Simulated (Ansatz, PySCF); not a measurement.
Energy difference R1 → P1, each structure at its B3LYP-D3(BJ)/def2-TZVP stationary point, reached from a drawn start; harmonic modes at that level show minima.
R1, C2H3N (SMILES [C-]#[N+]C) (charge 0, multiplicity 1):
```xyz
6

C     -0.482     0.008    -0.011
N      0.935    -0.015     0.021
C      2.099    -0.033     0.046
H     -0.846    -0.692    -0.763
H     -0.877    -0.278     0.964
H     -0.830     1.011    -0.257
```
P1, C2H3N (SMILES CC#N) (charge 0, multiplicity 1):
```xyz
6

C     -0.4885     0.0037    -0.0081
C      0.9657    -0.0074     0.0159
N      2.1148    -0.0162     0.0350
H     -0.8587    -0.7598    -0.6926
H     -0.8821    -0.1975     0.9885
H     -0.8512     0.9772    -0.3388
```

P less R. No zero-point or thermal terms.

Correlated levels freeze the cores.

Run with Ansatz (Gaussian orbitals); PySCF for the D3/D4 terms. No computed number here is a measurement.

```
level                    reaction energy (kcal/mol)
-----------------------  --------------------------
PBE-D3(BJ)/def2-TZVPP                        -24.87
B3LYP-D3(BJ)/def2-TZVPP                      -23.37
PBE0/def2-TZVPP                              -24.17
BHLYP/def2-TZVPP                             -22.41
BHLYP-D4/def2-TZVPP                          -22.30
CAM-B3LYP/def2-TZVPP                         -22.98
B2PLYP/def2-TZVPP                            -24.72
CCSD/cc-pVTZ                                    ___
CCSD(T)/cc-pVQZ                                 ___
```

Question: Some entries are withheld; supply them.

Answer: 
- CCSD/cc-pVTZ, reaction energy (kcal/mol): -23.88
- CCSD(T)/cc-pVQZ, reaction energy (kcal/mol): -24.20

Ansatz is an electronic-structure program.
